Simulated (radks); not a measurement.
Problem. Radial electron density D(r) = 4 pi r^2 rho(r) of an atom or ion with 27 electrons. Calculated with a radial shooting solver on a logarithmic mesh with Libxc functionals: Dirac Kohn-Sham, PBE, spin-unpolarised, spherical densities, finite nucleus; Fermi nuclear charge, rms radius of each element as measured or else 0.836 A^(1/3) + 0.57 fm.

| r (bohr) | D(r) (e/bohr) |
|---|---|
| 0.00424 | 2.950 |
| 0.004819 | 3.669 |
| 0.005434 | 4.484 |
| 0.006127 | 5.456 |
| 0.006963 | 6.689 |
| 0.007851 | 8.051 |
| 0.008923 | 9.742 |
| 0.01006 | 11.56 |
| 0.01143 | 13.76 |
| 0.01289 | 16.04 |
| 0.01465 | 18.69 |
| 0.01652 | 21.31 |
| 0.01863 | 23.99 |
| 0.02117 | 26.78 |
| 0.02387 | 29.21 |
| 0.02713 | 31.42 |
| 0.03059 | 32.97 |
| 0.03477 | 33.92 |
| 0.0392 | 34.05 |
| 0.04455 | 33.38 |
| 0.05023 | 32.10 |
| 0.05664 | 30.44 |
| 0.06437 | 28.62 |
| 0.07258 | 27.32 |
| 0.08249 | 26.82 |
| 0.093 | 27.47 |
| 0.1057 | 29.41 |
| 0.1192 | 32.10 |
| 0.1355 | 35.21 |
| 0.1527 | 37.51 |
| 0.1722 | 38.39 |
| 0.1957 | 37.18 |
| 0.2207 | 33.97 |
| 0.2508 | 28.94 |
| 0.2828 | 23.78 |
| 0.3214 | 19.16 |
| 0.3624 | 16.61 |
| 0.4118 | 16.12 |
| 0.4643 | 17.29 |
| 0.5236 | 19.06 |
| 0.595 | 20.41 |
| 0.6709 | 20.39 |
| 0.7625 | 18.77 |
| 0.8597 | 16.10 |
| 0.9771 | 12.68 |
| 1.102 | 9.531 |
| 1.252 | 6.668 |
| 1.412 | 4.599 |
| 1.592 | 3.099 |
| 1.809 | 1.998 |
| 2.04 | 1.303 |
| 2.318 | 0.8048 |
| 2.614 | 0.4938 |
| 2.971 | 0.2775 |
| 3.35 | 0.1512 |
| 3.807 | 0.07230 |
| 4.293 | 0.03270 |

What is the nuclear charge?

Solution. Z = 28. The innermost maximum, from 1s, lies near gamma/Z bohr with gamma = sqrt(1 - (Z/c)^2) = 0.979, here 0.035 bohr (found: 0.0377), and its height grows with Z. The density is that of the nickel ion Ni+ in [Ar] 3d9; the configuration itself is not fixed sharply by these data, and Z only to about a unit. D(r) has 3 maxima, at r = 0.0377, 0.172, 0.629 bohr, and minima at 0.0818, 0.396 bohr, inside which lie 2.12, 10.78 electrons.
